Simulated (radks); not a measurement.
Results of a calculation; reference values are marked as such.
Species: Te. Configuration: [Kr] 4d10 5s2 5p4 (the NIST ground configuration). Level of theory: scalar-relativistic Kohn-Sham, TASK exchange with Perdew-Wang LDA correlation, spin-polarised, spherical densities, finite nucleus; open shells are filled with parallel spins first (spin-orbit coupling, left out, can overturn this in heavy ions); meta-GGA in the generalised Kohn-Sham scheme; Fermi nuclear charge, rms radius 4.7423 fm (a radial shooting solver on a logarithmic mesh with Libxc functionals).

Normalised radial functions P(r) = r R(r), r in bohr:

```
   r/bohr * 4p down, o 4d down, + 5p down (the largest magnitude, 1.21, reaches the edge; | marks zero, & curves that meet)
 0.003566                             &
 0.004756                             &
 0.006343                             &*
  0.00846                             &*
  0.01137                             o+*
  0.01517                             o+ *
  0.02023                             o+  *
  0.02699                             |o+   *
  0.03599                             |o+     *
  0.04839                             | o+      *
  0.06455                             |  +o     *
  0.08609                             | +   o *
   0.1148                             |+*       o
   0.1531                      *    + |           o
   0.2059              *          +   |            o
   0.2746               *         +   |        o
   0.3663                          *  &
   0.4885                o            |    +         *
   0.6516       o                     |      +                   *
    0.869    o                        |   +                     *
    1.168          o             +    |               *
    1.558                 +o          |      *
    2.078              +         o    | *
    2.772               +           o *
    3.697                    +        &
    4.971                         +   &
     6.63                           + &
    8.843                             &
```

4p down: eigenvalue -118.54 eV, 2 radial nodes at r = 0.123, 0.384 bohr, <r> = 0.824 bohr, 90 % of the charge inside 1.21 bohr. 4d down: eigenvalue -43.136 eV, 1 radial node at r = 0.364 bohr, <r> = 0.969 bohr, 90 % of the charge inside 1.48 bohr. 5p down: eigenvalue -5.222 eV, 3 radial nodes at r = 0.122, 0.372, 0.999 bohr, <r> = 2.64 bohr, 90 % of the charge inside 4.00 bohr.
